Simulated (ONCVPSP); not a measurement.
C: excitation energies, all-electron against ONCV

C, optimised norm-conserving Vanderbilt (ONCV), made with ONCVPSP 4.0.1 (PBEsol, scalar-relativistic). Core [He], reference 2s2 2p1.75 (charge +0.25). Waves: 2s: rc 1.20 bohr, ncon 4, nbas 7, qcut 6.8 1/bohr, 1 projector; 2p: rc 1.75 bohr, ncon 4, nbas 7, qcut 8.2 1/bohr, 2 projectors, debl 2.4 Ha; d scattering state at 0.19 Ha: rc 1.55 bohr, ncon 4, nbas 7, qcut 6.8 1/bohr, 2 projectors, debl 1.7 Ha. Local part: polynomial inside 1.00 bohr (lpopt 3, dvloc0 1 Ha). Core correction: polynomial model core, fcfact 0.25.

Energies are relative to the spin-unpolarised reference configuration 2s2 2p1.75; without spin polarisation the order of configurations can differ from experiment.

```
valence configuration  charge  ΔE all-electron (eV)  error AE − PS (meV)
              2s2 2p2       0                -1.628                 +0.4
              2s2 2p1      +1                 9.161                +10.0
              2s2 2p0      +2                33.179                 +125
              2s1 2p2      +1                17.874                 -5.2
```
